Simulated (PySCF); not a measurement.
C₅H₇N, SMILES n1(cccc1)C.

Geometry optimised at PBE-D3(BJ)/def2-SVP.

Calculation: PBE/def2-TZVP (PySCF).

Symmetry labels are those of the subgroup Cs that the program uses (full group Cs).

Computed valence orbital energies around the gap with their symmetry:
```json
[
 {"orbital": "HOMO−7", "symmetry": "A\"", "energy (eV)": "-10.60"},
 {"orbital": "HOMO−6", "symmetry": "A'", "energy (eV)": "-10.07"},
 {"orbital": "HOMO−5", "symmetry": "A\"", "energy (eV)": "-9.73"},
 {"orbital": "HOMO−4", "symmetry": "A'", "energy (eV)": "-8.92"},
 {"orbital": "HOMO−3", "symmetry": "A\"", "energy (eV)": "-8.90"},
 {"orbital": "HOMO−2", "symmetry": "A'", "energy (eV)": "-8.85"},
 {"orbital": "HOMO−1", "symmetry": "A'", "energy (eV)": "-5.57"},
 {"orbital": "HOMO", "symmetry": "A\"", "energy (eV)": "-5.00"},
 {"orbital": "LUMO", "symmetry": "A'", "energy (eV)": "-0.15"},
 {"orbital": "LUMO+1", "symmetry": "A'", "energy (eV)": "0.50"},
 {"orbital": "LUMO+2", "symmetry": "A\"", "energy (eV)": "0.90"},
 {"orbital": "LUMO+3", "symmetry": "A'", "energy (eV)": "1.28"}
]
```
